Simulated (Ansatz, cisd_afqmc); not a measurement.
Species: ZrH$_{3}$F, charge 0, singlet. ZrH3F (SMILES [ZrH3][F]).
B3LYP-D3(BJ)/def2-TZVP minimum from Ansatz (a program for electronic structure):
```
Zr
F 1 1.8883
H 1 1.8511 2 108.67
H 1 1.8511 3 110.26 2 -119.00
H 1 1.8511 3 110.26 4 -122.00
```

Total energies in def2-SVP, 14 correlated electrons, 5 frozen orbitals. Radicals and triplets start from unrestricted determinants; spin-orbit coupling is neglected. Correlated methods leave the cores frozen (noble-gas shells, and filled d and f shells in the p block). Past Kr the def2 sets carry scalar-relativistic core potentials. AFQMC/CISD: phaseless, guided by CISD from CCSD amplitudes; bars are statistical, one sigma. Outlying blocks are dropped, and bars are widened where a walk drifts. Over all cases where full CI ran beside it in this data, AFQMC minus full CI had a median of +0.1 mEh and passed +0.4 mEh in a tenth of the cases.

```tsv
method	program	energy (Eh)	minus CCSDT(Q) (mEh)
HF	Ansatz	-147.65163	326.31
MP2	Ansatz	-147.94948	28.47
CCSD	Ansatz	-147.96987	8.08
CCSD(T)	Ansatz	-147.97670	1.25
CCSDT(Q)	Ansatz	-147.97795	0.00
AFQMC/CISD	cisd_afqmc	-147.9778 ± 0.0004	0.2 ± 0.4
```

Rough core times of Ansatz's runs on a shared machine: CCSD(T) under 20 s, CCSDT(Q) 30 s.
